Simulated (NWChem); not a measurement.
Ionisation of C₄H₇O

```xyz
12

C      1.8978     0.1799     0.4503
C      0.5881     0.0085    -0.1370
O      0.4666    -0.2050    -1.3443
C     -0.6272     0.0986     0.7852
C     -1.9533    -0.0934     0.0597
H      2.0364     0.3701     1.5181
H      2.7723     0.1113    -0.2012
H     -0.5004    -0.6503     1.5888
H     -0.5930     1.0776     1.2985
H     -2.8011     0.0266     0.7515
H     -2.0650     0.6375    -0.7551
H     -2.0145    -1.0936    -0.3948
```
Charge 0, spin multiplicity 2.

All runs are NWChem calculations. All single points use one geometry, from UB3LYP/def2-SVP, a minimum by its harmonic frequencies. It is one conformer; others weren't searched.

Basis set: def2-TZVP. The species with one electron less has spin multiplicity 3 and keeps the geometry of the parent. Δ marks differences of total energies (open shells unrestricted). −ε marks an orbital energy of the parent. That orbital need not have the symmetry of the hole or added electron in the Δ rows.

B3LYP has NWChem's definition, with VWN1-RPA local correlation. The structure started from a generated list of species. The stability of the SCF solutions was not checked.

**Question.** One of these methods gave a first vertical ionisation energy of 9.61 eV. Which?
A) G0W0@PBE0
B) ΔCAM-B3LYP
C) −ε(beta HOMO) of CAM-B3LYP
D) G0W0@PBE

**Answer.** B, ΔCAM-B3LYP. The others give 8.77 (−ε(beta HOMO) of CAM-B3LYP), 8.61 (G0W0@PBE), 7.83 (G0W0@PBE0).
